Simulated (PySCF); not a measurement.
## CH5B3N4

The system: CH5B3N4, a molecule; neutral, singlet. The structure, one conformer, was relaxed in the gas phase by PBE0-D3(BJ)/def2-SVP. No frequency run checks that it is a minimum.

SMILES: N#CB1NBNBN1

```xyz
13

N    -0.251    1.191   -0.249
B    -1.481    0.671    0.264
N    -1.500   -0.703    0.645
B    -0.363   -1.556    0.537
N     0.840   -0.982    0.018
B     0.908    0.381   -0.376
C     2.234    0.978   -0.938
N     3.220    1.422   -1.357
H    -0.208    2.163   -0.527
H    -2.459    1.370    0.368
H    -2.360   -1.090    1.011
H    -0.406   -2.716    0.869
H     1.663   -1.564   -0.070
```
Atoms count from 1 in this order.

Shieldings: GIAO PBE0/pcSseg-1. Shifts are against computed references at the same level: C TMS (σ 184.4 ppm), H TMS (σ 31.27 ppm). Core levels by delta-SCF with SCAN, pcX-2 on the ionised atom and pcseg-1 elsewhere, spin-free X2C; from the vacuum level, for chosen atoms.

(1) Give the NMR and core-level values of the distinct atoms.

(2) By CAM-B3LYP/def2-SVPD (TDDFT singlets, Tamm-Dancoff triplets, ionisation by delta-SCF), where does absorption start, and what does vertical ionisation take?

Results:

(1) 
```
  atoms  bonded to  σ (ppm)  δ (ppm)  core level (eV)
  N1 N5  2 B + 1 H    120.8        -        1s 405.28
  B2 B4  2 N + 1 H     72.8        -        1s 196.34
     N3  2 B + 1 H    118.2        -        1s 405.16
     B6  1 C + 2 N     82.3        -        1s 197.07
     C7  1 B + 1 N     56.2    128.2        1s 291.75
     N8        1 C    -86.6        -                -
 H9 H13        1 N    25.44     5.82                -
H10 H12        1 B    26.45     4.82                -
    H11        1 N    25.38     5.89                -
```

Values are those of this one static structure; atoms that internal rotation interchanges would show their mean in an NMR spectrum.

The core-hole states of B2, B6, C7 are spin-contaminated (⟨S²⟩ 0.81, 0.81, 0.82 against 0.75 for a pure doublet), so those values and differences from them are less sure.

(2) The lowest singlet lies at 6.59 eV (f 0.019), the strongest of the first 6 at 6.92 eV (f 0.225), the lowest triplet at 5.50 eV; vertical ionisation takes 10.80 eV.
